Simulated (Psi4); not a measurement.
A run for Psi4: SAPT0/jun-cc-pV(D+d)Z on C3H4O2 (a complex), monomers drawn apart or pushed together.

```
memory 8100 MB

molecule dimer {
0 1
C     0.57984850    0.20706780   -0.08788146
C    -0.17331032   -0.55440019    0.45032234
H     1.24333082    0.87422337   -0.58317410
H    -0.83124366   -1.21117353    0.97044363
--
0 1
O    -1.22216264   -0.91737282    5.31082498
C    -0.53198455   -0.05481997    5.78282866
O     0.28310513    0.75369261    5.10093780
H    -0.48350826    0.18195941    6.85387051
H     0.22990358    0.53178929    4.14887059
units angstrom
symmetry c1
no_reorient
no_com
}

set {
  basis jun-cc-pV(D+d)Z
  scf_type df
  freeze_core true
}

energy('sapt0')
```

Program output:

```
[...]
==> Input File <==

--------------------------------------------------------------------------
memory 8100 MB

molecule dimer {
0 1
C     0.57984850    0.20706780   -0.08788146
C    -0.17331032   -0.55440019    0.45032234
H     1.24333082    0.87422337   -0.58317410
H    -0.83124366   -1.21117353    0.97044363
--
0 1
O    -1.22216264   -0.91737282    5.31082498
C    -0.53198455   -0.05481997    5.78282866
O     0.28310513    0.75369261    5.10093780
H    -0.48350826    0.18195941    6.85387051
H     0.22990358    0.53178929    4.14887059
units angstrom
symmetry c1
no_reorient
no_com
}

set {
  basis jun-cc-pV(D+d)Z
  scf_type df
  freeze_core true
}

energy('sapt0')
--------------------------------------------------------------------------


   => Loading Basis Set <=

    Name: JUN-CC-PV(D+D)Z
    Role: ORBITAL
    Keyword: BASIS
    atoms 1-2, 6   entry C          line   188 file jun-cc-pv_dpd_z.gbs
    atoms 3-4, 8-9 entry H          line    60 file jun-cc-pv_dpd_z.gbs
    atoms 5, 7     entry O          line   256 file jun-cc-pv_dpd_z.gbs

   => Loading Basis Set <=

    Name: JUN-CC-PV(D+D)Z
    Role: ORBITAL
    Keyword: BASIS
    atoms 1-2, 6   entry C          line   188 file jun-cc-pv_dpd_z.gbs
    atoms 3-4, 8-9 entry H          line    60 file jun-cc-pv_dpd_z.gbs
    atoms 5, 7     entry O          line   256 file jun-cc-pv_dpd_z.gbs


  //>>>>>>>>>>>>>>>>>>>>>>>>>>>>>>>>>>>//
  //              Dimer HF             //
  //<<<<<<<<<<<<<<<<<<<<<<<<<<<<<<<<<<<//

   => Libint2 <=

    Primary   basis highest AM E, G, H:  7, 6, 3
    Auxiliary basis highest AM E, G, H:  7, 7, 4
    Onebody   basis highest AM E, G, H:  -, -, -
    Solid Harmonics ordering:            Gaussian


   => Loading Basis Set <=

    Name: JUN-CC-PV(D+D)Z
    Role: ORBITAL
    Keyword: BASIS
    atoms 1-2, 6   entry C          line   188 file jun-cc-pv_dpd_z.gbs
    atoms 3-4, 8-9 entry H          line    60 file jun-cc-pv_dpd_z.gbs
    atoms 5, 7     entry O          line   256 file jun-cc-pv_dpd_z.gbs


         ---------------------------------------------------------
                                   SCF
               by Justin Turney, Rob Parrish, Andy Simmonett
                          and Daniel G. A. Smith
                              RHF Reference
                        4 Threads,   7724 MiB Core
         ---------------------------------------------------------

  ==> Geometry <==

    Molecular point group: c1
    Full point group: C1

    Geometry (in Angstrom), charge = 0, multiplicity = 1:

       Center              X                  Y                   Z               Mass
    ------------   -----------------  -----------------  -----------------  -----------------
         C            0.579848500000     0.207067800000    -0.087881460000    12.000000000000
         C           -0.173310320000    -0.554400190000     0.450322340000    12.000000000000
         H            1.243330820000     0.874223370000    -0.583174100000     1.007825032230
         H           -0.831243660000    -1.211173530000     0.970443630000     1.007825032230
         O           -1.222162640000    -0.917372820000     5.310824980000    15.994914619570
         C           -0.531984550000    -0.054819970000     5.782828660000    12.000000000000
         O            0.283105130000     0.753692610000     5.100937800000    15.994914619570
         H           -0.483508260000     0.181959410000     6.853870510000     1.007825032230
         H            0.229903580000     0.531789290000     4.148870590000     1.007825032230

  Running in c1 symmetry.

  Rotational constants: A =      0.31878  B =      0.01248  C =      0.01204 [cm^-1]
  Rotational constants: A =   9556.87353  B =    374.04470  C =    360.99654 [MHz]
  Nuclear repulsion =  128.633397531863068

  Charge       = 0
  Multiplicity = 1
  Electrons    = 38
  Nalpha       = 19
  Nbeta        = 19

  ==> Algorithm <==

  SCF Algorithm Type is DF.
  DIIS enabled.
  MOM disabled.
  Fractional occupation disabled.
  Guess Type is SAD.
  Energy threshold   = 1.00e-08
  Density threshold  = 1.00e-08
  Integral threshold = 1.00e-12

  ==> Primary Basis <==

  Basis Set: JUN-CC-PV(D+D)Z
    Blend: JUN-CC-PV(D+D)Z
    Number of shells: 52
    Number of basis functions: 110
    Number of Cartesian functions: 115
    Spherical Harmonics?: true
    Max angular momentum: 2

   => Loading Basis Set <=

    Name: (JUN-CC-PV(D+D)Z AUX)
    Role: JKFIT
    Keyword: DF_BASIS_SCF
    atoms 1-2, 6   entry C          line   146 file jun-cc-pvdz-jkfit.gbs
    atoms 3-4, 8-9 entry H          line    70 file jun-cc-pvdz-jkfit.gbs
    atoms 5, 7     entry O          line   258 file jun-cc-pvdz-jkfit.gbs

  ==> Integral Setup <==

  DFHelper Memory: AOs need 0.042 GiB; user supplied 5.658 GiB.
  SCF_SUBTYPE=INCORE selected. In-core MEM_DF algorithm will be used.
  Using in-core AOs.

  ==> MemDFJK: Density-Fitted J/K Matrices <==

    J tasked:                   Yes
    K tasked:               
[...]
980   110A     18.569922

    Final Occupation by Irrep:
              A
    DOCC [    12 ]
    NA   [    12 ]
    NB   [    12 ]

  @DF-RHF Final Energy:  -188.79111573269185

   => Energetics <=

    Nuclear Repulsion Energy =             70.2353562720429352
    One-Electron Energy =                -397.9278915064804778
    Two-Electron Energy =                 138.9014195017456643
    Total Energy =                       -188.7911157326918499

Computation Completed


Properties will be evaluated at   0.000000,   0.000000,   0.000000 [a0]

Properties computed using the SCF density matrix


 Multipole Moments:

 ------------------------------------------------------------------------------------
     Multipole            Electronic (a.u.)      Nuclear  (a.u.)        Total (a.u.)
 ------------------------------------------------------------------------------------

 L = 1.  Multiply by 2.5417464519 to convert [e a0] to [Debye]
 Dipole X            :         21.1737505          -20.7075661            0.4661845
 Dipole Y            :          2.2798096           -1.7472650            0.5325446
 Dipole Z            :       -243.7390391          243.7629828            0.0239437
 Magnitude           :                                                    0.7081702

 ------------------------------------------------------------------------------------

  Constructing Basis Sets for SAPT...

   => Loading Basis Set <=

    Name: (JUN-CC-PV(D+D)Z AUX)
    Role: RIFIT
    Keyword: DF_BASIS_SAPT
    atoms 1-2, 6   entry C          line   100 file jun-cc-pvdz-ri.gbs
    atoms 3-4, 8-9 entry H          line    30 file jun-cc-pvdz-ri.gbs
    atoms 5, 7     entry O          line   188 file jun-cc-pvdz-ri.gbs

   => Loading Basis Set <=

    Name: (JUN-CC-PV(D+D)Z AUX)
    Role: JKFIT
    Keyword: DF_BASIS_ELST
    atoms 1-2, 6   entry C          line   146 file jun-cc-pvdz-jkfit.gbs
    atoms 3-4, 8-9 entry H          line    70 file jun-cc-pvdz-jkfit.gbs
    atoms 5, 7     entry O          line   258 file jun-cc-pvdz-jkfit.gbs


  //>>>>>>>>>>>>>>>>>>>>>>>>>>>>>>>>>>>//
  //               SAPT0               //
  //<<<<<<<<<<<<<<<<<<<<<<<<<<<<<<<<<<<//



        SAPT0
    Ed Hohenstein
     6 June 2009

      Orbital Information
  --------------------------
    NSO        =       110
    NMO        =       110
    NRI        =       381
    NRI (Elst) =       487
    NOCC A     =         7
    NOCC B     =        12
    FOCC A     =         2
    FOCC B     =         3
    NVIR A     =       103
    NVIR B     =        98

    Elst10,r            =    -0.001433242940 [Eh]
    Exch10              =     0.000044119799 [Eh]
    Exch10 (S^2)        =     0.000044116996 [Eh]

    Maxiter = 50
    CPHF R converge = 1.000000E-08

    Iter     Energy [mEh]          dE [mEh]         Residual      Time [s]
       1      -0.05354042       0.053540417     1.302902e-03             0
       2      -0.06513014       0.011589725     5.242915e-04             0
       3      -0.06741749       0.002287347     1.646248e-04             0
       4      -0.06771782       0.000300327     5.974202e-05             0
       5      -0.06742059      -0.000297231     2.596825e-05             0
       6      -0.06743108       0.000010491     1.418408e-05             0
       7      -0.06748007       0.000048989     2.287912e-06             0
       8      -0.06747320      -0.000006863     3.568417e-07             0
       9      -0.06747376       0.000000559     5.490837e-08             0
      10      -0.06747372      -0.000000046     8.391041e-09             0

    CHF Iterations converged

    Maxiter = 50
    CPHF R converge = 1.000000E-08

    Iter     Energy [mEh]          dE [mEh]         Residual      Time [s]
       1      -0.00843127       0.008431271     8.887294e-04             0
       2      -0.00931347       0.000882201     4.076410e-04             0
       3      -0.01078056       0.001467084     1.022059e-04             0
       4      -0.01074617      -0.000034390     4.501447e-05             0
       5      -0.01071051      -0.000035659     1.421589e-05             0
       6      -0.01071659       0.000006086     5.202807e-06             0
       7      -0.01072062       0.000004025     1.294811e-06             0
       8      -0.01072067       0.000000053     3.519350e-07             0
       9      -0.01072032      -0.000000349     6.603347e-08             0
      10      -0.01072037       0.000000048     1.352261e-08             0
      11      -0.01072037      -0.000000000     3.182157e-09             0

    CHF Iterations converged

    Ind20,r (A<-B)      =    -0.000067473715 [Eh]
    Ind20,r (B<-A)      =    -0.000010720371 [Eh]
    Ind20,r             =    -0.000078194086 [Eh]
    Exch-Ind20,r (A<-B) =     0.000010447755 [Eh]
    Exch-Ind20,r (B<-A) =     0.000001142514 [Eh]
    Exch-Ind20,r        =     0.000011590269 [Eh]
    Disp20              =    -0.000244872050 [Eh]
    Disp20 (SS)         =    -0.000122436025 [Eh]
    Disp20 (OS)         =    -0.000122436025 [Eh]
    Exch-Disp20         =     0.000003523964 [Eh]
    Exch-Disp20 (SS)    =     0.000002162501 [Eh]
    Exch-Disp20 (OS)    =     0.000001361464 [Eh]

    SAPT Results
  --------------------------------------------------------------------------------------------------------
    Electrostatics                 -1.43324294 [mEh]      -0.89937352 [kcal/mol]      -3.76297882 [kJ/mol]
      Elst10,r                     -1.43324294 [mEh]      -0.89937352 [kcal/mol]      -3.76297882 [kJ/mol]

    Exchange                        0.04411980 [mEh]       0.02768559 [kcal/mol]       0.11583652 [kJ/mol]
      Exch10                        0.04411980 [mEh]       0.02768559 [kcal/mol]       0.11583652 [kJ/mol]
      Exch10(S^2)                   0.04411700 [mEh]       0.02768383 [kcal/mol]       0.11582916 [kJ/mol]

    Induction                      -0.07366142 [mEh]      -0.04622324 [kcal/mol]      -0.19339803 [kJ/mol]
      Ind20,r                      -0.07819409 [mEh]      -0.04906753 [kcal/mol]      -0.20529854 [kJ/mol]
      Exch-Ind20,r                  0.01159027 [mEh]       0.00727300 [kcal/mol]       0.03043025 [kJ/mol]
      delta HF,r (2)               -0.00705760 [mEh]      -0.00442871 [kcal/mol]      -0.01852973 [kJ/mol]

    Dispersion                     -0.24134809 [mEh]      -0.15144821 [kcal/mol]      -0.63365931 [kJ/mol]
      Disp20                       -0.24487205 [mEh]      -0.15365953 [kcal/mol]      -0.64291148 [kJ/mol]
      Exch-Disp20                   0.00352396 [mEh]       0.00221132 [kcal/mol]       0.00925217 [kJ/mol]
      Disp20 (SS)                  -0.12243602 [mEh]      -0.07682977 [kcal/mol]      -0.32145574 [kJ/mol]
      Disp20 (OS)                  -0.12243602 [mEh]      -0.07682977 [kcal/mol]      -0.32145574 [kJ/mol]
      Exch-Disp20 (SS)              0.00216250 [mEh]       0.00135699 [kcal/mol]       0.00567764 [kJ/mol]
      Exch-Disp20 (OS)              0.00136146 [mEh]       0.00085433 [kcal/mol]       0.00357452 [kJ/mol]

  Total HF                         -1.46278456 [mEh]      -0.91791117 [kcal/mol]      -3.84054034 [kJ/mol]
  Total SAPT0                      -1.70413265 [mEh]      -1.06935938 [kcal/mol]      -4.47419965 [kJ/mol]

  Special recipe for scaled SAPT0 (see Manual):
    Electrostatics sSAPT0          -1.43324294 [mEh]      -0.89937352 [kcal/mol]      -3.76297882 [kJ/mol]
    Exchange sSAPT0                 0.04411980 [mEh]       0.02768559 [kcal/mol]       0.11583652 [kJ/mol]
    Induction sSAPT0               -0.07365921 [mEh]      -0.04622185 [kcal/mol]      -0.19339223 [kJ/mol]
    Dispersion sSAPT0              -0.24134741 [mEh]      -0.15144779 [kcal/mol]      -0.63365755 [kJ/mol]
  Total sSAPT0                     -1.70412976 [mEh]      -1.06935757 [kcal/mol]      -4.47419208 [kJ/mol]
  --------------------------------------------------------------------------------------------------------



*** Psi4 exiting successfully. Buy a developer a beer!
```

The run finished.

Cost: very roughly 17 core-seconds.
